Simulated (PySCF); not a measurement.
Computed shifts of a molecule C2H9FSi3, PBE/pcSseg-1 (PySCF), GIAO, gas phase, atoms alike by connectivity averaged where their shifts nearly agree, in ppm (number of nuclei): ¹⁹F: -246.4 (1). ²⁹Si: 42.7 (1), -29.9 (1), -71.0 (1). ¹³C: 2.1 (1), -10.5 (1). ¹H: 6.42 (1), 5.10 (1), 4.63 (1), 4.33 (2), 0.92 (1), 0.71 (1), -0.06 (1), -0.23 (1). References: ¹⁹F against CFCl3 (σ = 133.6 ppm); ²⁹Si against TMS (σ = 335.4 ppm); ¹³C against TMS (σ = 182.0 ppm); ¹H against TMS (σ = 31.49 ppm), references at their B3LYP-D3(BJ)/def2-TZVP geometries, non-relativistic. Coordinates come from a B3LYP-D3(BJ)/def2-SVP optimisation. The values are those of a single conformer.

**Question.** Which molecule gave these data?
A) C[C@H]1[SiH2][Si@H](F)[SiH2]1
B) F[Si@H]1C[SiH2]C[SiH2]1
C) F[C@@H]1[SiH2]C[SiH2][SiH2]1
D) F[SiH]1[SiH2]CC[SiH2]1

**Answer.** B, F[Si@H]1C[SiH2]C[SiH2]1
